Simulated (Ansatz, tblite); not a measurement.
Forces on Ga3P2 at its PBE0-D4/def2-SVP geometry. Total charge 0; doublet.

The xTB rows come from tblite. Another isomer (doublet) lies 0.15 eV lower at PBE0-D4/def2-TZVP; other spin states weren't run for this one.

GFN1-xTB (tblite), largest force 0.84 eV/Å:

```xyz
5
positions Å, forces eV/Å
Ga    0.645   -2.584   -0.128   -0.036    0.143    0.007
Ga   -0.797    1.626   -1.275    0.195    0.241    0.780
Ga   -0.029    1.682    1.444   -0.303    0.192   -0.760
P    -0.651   -0.583    0.733   -0.336   -0.415    0.460
P     0.831   -0.140   -0.773    0.480   -0.161   -0.487
```

GFN2-xTB (tblite), largest force 0.34 eV/Å:

```
Ga 0.010 -0.046 -0.002
Ga -0.159 -0.164 -0.192
Ga 0.221 -0.090 0.178
P 0.005 0.174 -0.286
P -0.077 0.125 0.302
```

PBE-D4/def2-TZVP (Ansatz), largest force 0.13 eV/Å:

```
Ga -0.006 0.022 0.001
Ga -0.029 0.061 0.074
Ga -0.005 0.073 -0.068
P 0.054 -0.065 -0.097
P -0.014 -0.092 0.089
```
